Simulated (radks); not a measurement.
Values are calculated unless marked as measured or tabulated.
All-electron atom: In I in [Kr] 4d10 5s2 5p1 (the NIST ground configuration). Level of theory: Dirac Kohn-Sham, BLYP, spin-unpolarised, spherical densities, finite nucleus; open shells fill j = l - 1/2 first; Fermi nuclear charge, rms radius 4.6156 fm (a radial shooting solver on a logarithmic mesh with Libxc functionals). Some entries of the table are withheld. Estimate them.

orbital  occ.  eigenvalue (eV)  <1/r> (bohr^-1)  r(max) (bohr)
1s1/2       2        -27739.31            51.86        0.01922
2s1/2       2        -4152.026            12.00         0.1087
2p1/2       2        -3872.465            11.98        0.08382
2p3/2       4        -3661.483            11.19        0.08826
3s1/2       2        -787.3978            4.226         0.3157
3p1/2       2              (1)            4.134         0.3020
3p3/2       4              (2)            3.941         0.3122
3d3/2       4        -436.6997            3.785         0.2564
3d5/2       6        -428.8924            3.735         0.2593
4s1/2       2        -119.1650            1.645         0.7697
4p1/2       2         -82.2915            1.525         0.7989
4p3/2       4         -75.6104            1.463         0.8237
4d3/2       4              (3)            1.147         0.9250
4d5/2       6              (4)            1.129         0.9352
5s1/2       2          -8.0410           0.4936          2.153
5p1/2       1          -2.5850           0.3541          2.770
5p3/2       0          -2.2895           0.3350          2.912

Answer. 
(1) 3p1/2 eigenvalue (eV): -674.5500
(2) 3p3/2 eigenvalue (eV): -636.4508
(3) 4d3/2 eigenvalue (eV): -18.7595
(4) 4d5/2 eigenvalue (eV): -17.8985
